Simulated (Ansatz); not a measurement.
`OB([SiH3])OCF` → `[CH]F` + `OB(O)[SiH3]`  (formal loss of a carbene)

Calculated with Ansatz (gas phase, PBE0-D4/def2-TZVP geometries, no zero-point term in ΔE). CBS: MP2 limit from def2 TZ/QZ plus the TZ coupled-cluster correction, frozen cores. This one scheme is used for every species. DFT in def2-TZVPP. B3LYP here is the variant with VWN-RPA as its local correlation; programs differ in this. Each species was taken in one conformer, which may not be the lowest.

```csv
level,ΔE (kcal/mol)
PBE-D4,88.0
B3LYP-D4,84.8
r2SCAN,89.6
PBE0,88.6
HF/def2-TZVPP,75.7
MP2/def2-QZVPP,89.2
MP2/CBS(def2),89.5
CCSD/CBS(def2),83.3
```

**Question.** What does CCSD(T)/CBS give? (Best estimate.)

**Answer.** Computed: +84.0 kcal/mol. The listed levels differ from it by 4.0, 0.8, 5.6, 4.6, -8.3, 5.2, 5.5, -0.7 kcal/mol.

Largest T1 diagnostic among the species: 0.018.

In def2-TZVPP, CCSD(T) changes the Hartree–Fock value by +7.6 kcal/mol (the triples alone add +0.7 kcal/mol) and MP2 by +13.1 kcal/mol. From PBE to PBE0 (25 % exact exchange), in def2-TZVPP and without D4, ΔE moves by +2.2 kcal/mol. The D4 term adds +2.5 kcal/mol with B3LYP and +1.4 kcal/mol with PBE0; it sums over pairs of atoms, weighted by their polarisabilities, and B3LYP, whose exchange is more repulsive, gets the larger term.
